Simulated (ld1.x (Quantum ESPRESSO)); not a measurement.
## Cl (Z = 17): one change to a TM potential, before and after

- Element: chlorine (Cl)
- Generator: ld1.x (Quantum ESPRESSO) 7.5
- Type: norm-conserving Troullier–Martins (Kleinman–Bylander form)
- Functional: Wu–Cohen
- Relativity: fully relativistic
- Frozen core: [Ne]
- Valence charge: 7
- Reference configuration: 3s2 3p5
- Partial waves: 3s (bound): rc 1.05 bohr; 3p (bound): rc 1.30 bohr; 3d channel at 0.1 Ry: rc 1.35 bohr
- Local potential: the d channel
- Core correction: Bessel-smoothed model core inside 0.85 bohr

Open shells are filled in proportion to 2j + 1 (rel_dist='average').

Change: wave 3d channel at 0.1 Ry: rc 1.35 bohr becomes 3d channel at 0.1 Ry: rc 1.82 bohr.

Cutoffs: the cutoffs (Ry, on a coarse ladder) from which the occupation-weighted sum of valence levels, in a spherical-Bessel basis at the reference potential, stays within 10 and 1 mRy of its value at 400 Ry; they do not see the model core or the augmentation charge, which bear on the density cutoff. Errors are all-electron minus pseudo energies relative to the spin-unpolarised reference configuration.

Task: What does the change do?

Result: The potential gets neither clearly harder nor softer (70 Ry and 160 Ry → 70 Ry and 160 Ry); of the 7 tests that both files solve, the error grows in 1 and shrinks in 5 by more than 15 % and 0.3 meV (median size 6.9 → 4.0 meV); neither file shows a bound ghost.

```csv
quantity,base,changed
"cutoff, loose",70 Ry,70 Ry
"cutoff, tight",160 Ry,160 Ry
bound ghosts,none,none
"error for 3s2 3p4, meV [ΔE 13.85 eV]",+6.9,+4.0
"error for 3s2 3p3, meV [ΔE 39.28 eV]",+45,+29
"error for 3s2 3p2, meV [ΔE 77.59 eV]",+150,+106
"error for 3s2 3p5.3, meV [ΔE -2.13 eV]",+0.3,+0.1
"error for 3s1 3p5, meV [ΔE 26.53 eV]",+9.7,+4.6
"error for 3s1 3p6, meV [ΔE 12.12 eV]",-0.5,-0.9
"error for 3s2 3p4.5, meV [ΔE 5.57 eV]",+1.3,+0.7
```
